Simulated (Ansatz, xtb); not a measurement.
## C3H12B2OSi: which of two isomers lies lower

Structure a: `BOB[Si](C)(C)C`, a singlet. Structure b: `COBCBC[SiH3]`, a singlet. Both are isolated molecules in the gas phase, relaxed with B3LYP-D3(BJ)/def2-SVP; the shapes shown needn't be the lowest conformers.

a (Å):

```xyz
19

C    -0.3932   -0.9593   -2.0948
C     0.1441    0.4526    0.6080
C     2.4867   -0.7540   -1.0187
B    -0.5357   -2.6719    2.9400
B     0.4297   -2.7453    0.4470
O    -0.0503   -2.7612    1.7004
Si    0.6692   -0.9714   -0.5241
H     0.2404   -2.5608    3.8593
H    -1.7331   -2.7076    3.0969
H     0.6965   -3.8265   -0.0380
H    -1.4653   -1.0588   -1.8592
H    -0.2559   -0.0145   -2.6471
H    -0.1169   -1.7872   -2.7679
H    -0.9124    0.3528    0.9078
H     0.2597    1.4277    0.1065
H     0.7522    0.4740    1.5276
H     2.6274    0.1908   -1.5701
H     2.8225   -1.5779   -1.6693
H     3.1464   -0.7301   -0.1361
```

b (Å):

```xyz
19

C     1.3759    1.9024   -1.3521
C    -1.8123   -0.2638   -1.2542
C    -0.8328   -2.3255    0.2789
B    -0.8727    0.9893   -1.1024
B    -1.6817   -1.0327    0.1027
O     0.4123    0.8792   -1.5026
Si    0.9834   -1.8411    0.5943
H     0.9403    2.8056   -0.8934
H     1.7905    2.1599   -2.3394
H     2.1959    1.5332   -0.7159
H    -1.2442    2.0264   -0.5924
H    -1.5136   -0.8737   -2.1215
H    -2.8460    0.1081   -1.3622
H    -2.1778   -0.5394    1.0945
H    -1.1380   -2.9192    1.1559
H    -0.8104   -2.9725   -0.6144
H     1.6812   -2.9560    1.3016
H     1.0793   -0.6237    1.4544
H     1.6903   -1.5700   -0.6860
```

Q: Estimate E(b) − E(a) at the level CCSD(T)/def2-SVP + ΔMP2/def2-TZVPP.

A: Calculated at CCSD(T)/def2-SVP + ΔMP2/def2-TZVPP: E(b) − E(a) = +28.7 kcal/mol, so structure a lies lower.

The same difference at several levels:

```tsv
level	geometry	E(b) − E(a) (kcal/mol)	departure from the last row (kcal/mol)	job, with rough time for the two
B3LYP-D3(BJ)/def2-SVP	B3LYP-D3(BJ)/def2-SVP	+28.6	−0.1	optimisation, 2.8 min
HF/def2-SVP	B3LYP-D3(BJ)/def2-SVP	+26.8	−1.9	part of the CCSD(T) run
MP2/def2-SVP	B3LYP-D3(BJ)/def2-SVP	+26.5	−2.2	part of the CCSD(T) run
CCSD(T)/def2-SVP	B3LYP-D3(BJ)/def2-SVP	+25.7	−3.0	single point
CCSD(T)/def2-SVP + ΔMP2/def2-TZVPP	B3LYP-D3(BJ)/def2-SVP	+28.7		single point, 1.8 min
```

As drawn, b has 1 C–O, 3 C–B, 3 Si–H in place of 1 B–O, 1 B–Si, 2 C–Si, 1 B–H, 2 C–H.

The levels shown agree on the order. The largest departure from CCSD(T)/def2-SVP + ΔMP2/def2-TZVPP is that of CCSD(T)/def2-SVP, 3.0 kcal/mol. Levels run at GFN2-xTB geometries aren't shown. The last row adds to CCSD(T) the change of the MP2 difference between the two basis sets, here +3.0 kcal/mol, a large step that makes the value less sure.

With thermal terms from frequencies at re-optimised GFN2-xTB minima (ideal gas, soft modes damped towards free rotors, one conformer each, 298.15 K, 1 atm): on the last row, ΔE + ΔZPE = +26.0, ΔH = +25.1, ΔG = +27.3 kcal/mol.

The correlated steps freeze 11 core orbitals. Run with Ansatz 0.2.0, xtb 6.7.1; the last row on 4 threads of Arm Neoverse V2 on a shared host.
